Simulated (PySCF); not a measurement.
**How good is the calculation?**

Bonds (- single, = double, # triple, : aromatic): Si1-C2 1.867 Å, C2:C3 1.395 Å, C3:C4 1.388 Å, C4:C5 1.386 Å, C5:C6 1.388 Å, C6:C7 1.386 Å, C7:C2 1.397 Å. Si1 carries H8, H9, H10; C3 carries H11; C4 carries H12; C5 carries H13; C6 carries H14; C7 carries H15.

Measured values that the calculation should reproduce: δ ¹H H11/H15 7.50; H13 7.30; H12/H14 7.25 ppm (measured; solution, CCl4, 309 K; Shapiro, Mohrmann, J. Phys. Chem. Ref. Data 1977, 6, 919).
δ ¹H H11/H15 7.52; H13 7.32; H12/H14 7.27 ppm (measured; solution, CCl4; Shapiro, Mohrmann, J. Phys. Chem. Ref. Data 1977, 6, 919).

Calculated, not measured (PySCF 2.14): structure optimised with PBE0-D3(BJ)/def2-TZVP, NMR shieldings at KT3/pcSseg-2/GIAO. Relativity neglected, one averaged value for each set of equivalent atoms, no solvent model, one computed conformer.

(1) Set the calculated values beside the experiment.

(2) How far are the unscaled ¹H shifts from the references?

Results:

(1) 
Reference values: measured (solution, CCl4, 309 K; Shapiro, Mohrmann, J. Phys. Chem. Ref. Data 1977, 6, 919).
```tsv
atoms	quantity	reference	computed	computed, scaled
H11/H15	δ ¹H	7.50	7.71	7.54
H13	δ ¹H	7.30	7.44	7.28
H12/H14	δ ¹H	7.25	7.41	7.24
```

Reference values: measured (solution, CCl4; Shapiro, Mohrmann, J. Phys. Chem. Ref. Data 1977, 6, 919).
```json
{"atoms": "H11/H15", "quantity": "δ ¹H", "reference": "7.52", "computed": "7.71", "computed, scaled": "7.54"}
{"atoms": "H13", "quantity": "δ ¹H", "reference": "7.32", "computed": "7.44", "computed, scaled": "7.28"}
{"atoms": "H12/H14", "quantity": "δ ¹H", "reference": "7.27", "computed": "7.41", "computed, scaled": "7.24"}
```

Computed shifts are σ(ref) − σ with the named reference compound (TMS for H and C) calculated as an isolated molecule at the same level. The measured values may be among those fitted. Expected solution values come from regression of measured δ (H and C: mostly CDCl3, vs TMS) on computed σ: ¹H (scatter 0.14 ppm rms, 0.16 ppm with the 4 outliers that the fit left out). Occasional misses reach two or three times the rms, and more in compound classes unlike the fitted ones. Hydrogens on heteroatoms aren't scaled, only referred to computed TMS.

(2) Mean signed difference +0.16 ppm, mean absolute 0.16 ppm over 6 comparisons; the largest is +0.21 ppm at H11/H15 (hydrogen on an aromatic CH).

6 of the 9 published NMR values on file for this molecule are compared. The rest: values from further sources.
